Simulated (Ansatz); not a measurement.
```yaml
atoms:
  - { symbol: O, position_ang: [0.0644, -0.0587, -0.0782] }
  - { symbol: H, position_ang: [-0.0343, 0.8238, 0.5867] }
  - { symbol: H, position_ang: [0.1099, -0.6705, 0.5252] }
```

Basis set: def2-SVP (spherical functions). Left uncorrelated: 1 orbital. Charge 0, multiplicity 1.

Computed with Ansatz (development build ahead of 0.2.0); each method stands on the lowest determinant of its kind that the runs found. Restricted open shells among the atoms or ions are ROHF, correlated in semicanonical orbitals with singles.

(1) Give the atomization energy at this shape (free ground-state atoms in the same class of orbitals less the molecule, no zero-point energy) of singlet H2O by RHF-MP2, RHF.

## Answers

(1)

```tsv
method	atomization energy
RHF-MP2	821.2 kJ/mol
RHF	566.2 kJ/mol
```

Caution: stretched shape with no unrestricted run beside it, a lower state can exist. Caution for RHF-MP2: bonds are stretched, where a single reference can fail.
